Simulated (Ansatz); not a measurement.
## Relaxing a trial structure of CH4FGa

The starting geometry of this gas-phase triplet was optimised with GFN2-xTB as a singlet; its bonds are those of `[CH3][GaH][F]`.

```xyz
7

C     1.0035   -0.0319   -0.1112
F    -1.0699   -2.4110    0.3480
Ga   -0.5334   -0.8458    0.9278
H     1.9322   -0.0787    0.4589
H     0.8148    1.0073   -0.3797
H     1.1133   -0.6304   -1.0186
H    -1.4160   -0.4621    2.1484
```

Question: Predict what becomes of its bonds when it is optimised with B3LYP/6-31G*.

Answer: It loosens into FGaH + CH3, which stay close as a complex. Contacts that open: C1–Ga3 (2.03 → 2.60 Å).

The energy falls by 2.38 eV over 13 steps:

| step | E − E(last) (eV) |
| --- | --- |
| 1 | 2.381 |
| 2 | 2.102 |
| 4 | 0.671 |
| 5 | 0.279 |
| 6 | 0.109 |
| 8 | 0.003 |
| 9 | 0.003 |
| 10 | 0.000 |
| 12 | 0.000 |
| 13 | 0.000 |

Final geometry (Å):

```yaml
atoms:
  - { symbol: C, position_ang: [1.0672, 0.0217, -0.1187] }
  - { symbol: F, position_ang: [-0.7951, -2.5226, 0.2802] }
  - { symbol: Ga, position_ang: [-1.2638, -0.8377, 0.6345] }
  - { symbol: H, position_ang: [1.6713, -0.1671, 0.7609] }
  - { symbol: H, position_ang: [0.7941, 1.0468, -0.3481] }
  - { symbol: H, position_ang: [1.0815, -0.7118, -0.9186] }
  - { symbol: H, position_ang: [-0.7107, -0.2818, 2.0833] }
```

The end wasn't checked by frequencies. Open shells are spin-unrestricted. The triplet needn't be the ground state. Run with Ansatz 0.2.0, 2.5 min on 1 thread of Intel(R) Xeon(R) Processor @ 2.50GHz (Skylake/Cascade Lake), on a shared host.
